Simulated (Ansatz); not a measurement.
Consider the isomerisation: `C=[N][SnH]([CH3])[OH]` → `[CH3][SnH2][O]C=N`.

Calculated with Ansatz (gas phase, PBE0-D4/def2-TZVP geometries, no zero-point term in ΔE). CCSD(T)/CBS is the MP2 limit (def2-TZVPP, def2-QZVPP) plus CCSD(T) − MP2 in def2-TZVPP, frozen cores. Functionals use def2-TZVPP. def2 core potentials past Kr. For Sn outer-core shells are correlated without core-valence functions, which leaves a few kJ/mol of doubt a bond. Each species was taken in one conformer, which may not be the lowest.

`C=[N][SnH]([CH3])[OH]`:

Cartesian coordinates in Å:
```
C -1.944 0.660 1.275
N -0.813 1.126 0.978
Sn 0.152 0.418 -0.691
C 2.037 -0.362 -0.085
O -0.969 -1.023 -1.450
H -2.463 1.032 2.170
H -2.486 -0.110 0.704
H 0.167 1.633 -1.883
H 2.634 0.434 0.362
H 1.885 -1.146 0.656
H 2.569 -0.771 -0.943
H -0.770 -1.891 -1.093
```

`[CH3][SnH2][O]C=N`:

```xyz
12

C    -0.225    1.367    1.242
Sn    0.900   -0.369    0.748
O    -0.338   -1.550   -0.307
C    -0.788   -1.207   -1.508
N    -0.491   -0.231   -2.255
H    -1.079    1.080    1.854
H    -0.582    1.839    0.327
H     0.394    2.073    1.795
H     1.248   -1.397    2.056
H     2.266   -0.058   -0.228
H    -1.535   -1.921   -1.867
H     0.230    0.374   -1.858
```

Is it downhill or uphill in electronic energy at CCSD(T)/CBS, and by how much? (Best estimate.)

Ansatz gave: Uphill: ΔE = +0.12 eV.

What do these levels give: B2PLYP, PBE0, CCSD(T)/def2-TZVPP, HF/def2-QZVPP, SCS-MP2/def2-QZVPP, MP2/CBS(def2)? (Best estimate.)

Ansatz gave: B2PLYP 0.04, PBE0 -0.07, CCSD(T)/def2-TZVPP 0.06, HF/def2-QZVPP 0.01, SCS-MP2/def2-QZVPP 0.16, MP2/CBS(def2) 0.18 eV.

Largest T1 diagnostic among the species: 0.014.

In def2-TZVPP, CCSD(T) changes the Hartree–Fock value by +0.06 eV (the triples alone add −0.00 eV) and MP2 by +0.11 eV.
